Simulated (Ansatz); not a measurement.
```xyz
9

Si    1.065   -1.171   -0.442
B    -0.241    0.159    0.276
C    -1.150    1.377    0.289
O    -0.925    0.404    1.393
H     0.485   -1.808   -1.654
H     2.309   -0.456   -0.837
H     1.401   -2.223    0.552
H    -2.164    1.346   -0.099
H    -0.779    2.371    0.522
```

Charge 0, multiplicity 1.

**Question.** List the CAM-B3LYP/def2-TZVPP orbital energies in eV (Ansatz). (An estimate is asked.)

**Answer.** The calculation gave: Occupied: -1800.89, -523.40, -279.89, -186.43, -145.53, -100.84, -100.84, -100.84, -31.15, -20.13, -17.32, -15.55, -14.89, -13.86, -11.61, -11.47, -11.02, -10.69, -9.36. Lowest empty: 0.02, 1.60, 1.65, 2.14, 2.54, 2.91, 2.96, 3.39.
